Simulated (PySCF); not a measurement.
Isomers of C4H7NO2S, one GFN2-xTB conformer each. Single-point energies are computed at PBE0/pcSseg-1 (PySCF, gas phase, no added dispersion term), electronic only.

```
                 SMILES  GFN2-xTB relative energy (kJ/mol)
     C=NC(=C)S(C)(=O)=O                               64.5
[H]/N=C(/C=C)S(C)(=O)=O                               68.4
 N[C@@H]1C=CS(=O)(=O)C1                                0.0
        CCS(=O)(=O)CC#N                                5.9
```

Conformers: `[CH2:1]=[N:2][C:3](=[CH2:4])[S:5]([CH3:6])(=[O:7])=[O:8]` with C1–N2–C3–C4 -122°, N2–C3–S5–C6 71°; `[H]/[N:4]=[C:3](/[CH:2]=[CH2:1])[S:5]([CH3:6])(=[O:7])=[O:8]` with C1–C2–C3–N4 -168°, C2–C3–S5–C6 67°; `[NH2:1][C@@H:2]1[CH:3]=[CH:4][S:5](=[O:6])(=[O:7])[CH2:8]1` with H–N1–C2–C3 -176° and 63°, N1–C2–C3–C4 -141°, C3–C4–S5–O6 -102°, C4–S5–C8–C2 -19°, N1–C2–C8–S5 144°; `[CH3:1][CH2:2][S:3](=[O:4])(=[O:5])[CH2:6][C:7]#[N:8]` with C1–C2–S3–O4 -65°, C2–S3–C6–C7 47°.

What does PBE0/pcSseg-1 give for the same structures?

| SMILES | PBE0/pcSseg-1 E (Eh) | PBE0/pcSseg-1 (kJ/mol) | GFN2-xTB (kJ/mol) | point group |
| --- | --- | --- | --- | --- |
| CCS(=O)(=O)CC#N | -759.33932 | 0.0 | 5.9 | C1 |
| N[C@@H]1C=CS(=O)(=O)C1 | -759.33385 | 14.3 | 0.0 | C1 |
| [H]/N=C(/C=C)S(C)(=O)=O | -759.31631 | 60.4 | 68.4 | C1 |
| C=NC(=C)S(C)(=O)=O | -759.30246 | 96.8 | 64.5 | C1 |

GFN2-xTB puts N[C@@H]1C=CS(=O)(=O)C1 lowest instead; measured from each level's own lowest isomer, the values differ by up to 32.3 kJ/mol (C=NC(=C)S(C)(=O)=O: 64.5 against 96.8). As drawn, the lowest has a C≡N group, which the highest lacks; the highest has a C=N bond and a C=C bond outside aromatic rings, which the lowest lacks.

Which frontier levels, dipoles and rotational constants go with these structures?

```json
{"SMILES": "CCS(=O)(=O)CC#N", "HOMO (eV, PBE0/pcSseg-1)": "-8.78", "LUMO (eV)": "-0.59", "dipole (D)": "2.84", "A, B, C (MHz)": "2643, 1391, 1140"}
{"SMILES": "N[C@@H]1C=CS(=O)(=O)C1", "HOMO (eV, PBE0/pcSseg-1)": "-7.57", "LUMO (eV)": "-0.98", "dipole (D)": "4.73", "A, B, C (MHz)": "3653, 1325, 1241"}
{"SMILES": "[H]/N=C(/C=C)S(C)(=O)=O", "HOMO (eV, PBE0/pcSseg-1)": "-7.83", "LUMO (eV)": "-2.14", "dipole (D)": "4.24", "A, B, C (MHz)": "2425, 1701, 1310"}
{"SMILES": "C=NC(=C)S(C)(=O)=O", "HOMO (eV, PBE0/pcSseg-1)": "-7.16", "LUMO (eV)": "-1.60", "dipole (D)": "3.26", "A, B, C (MHz)": "2531, 1668, 1356"}
```
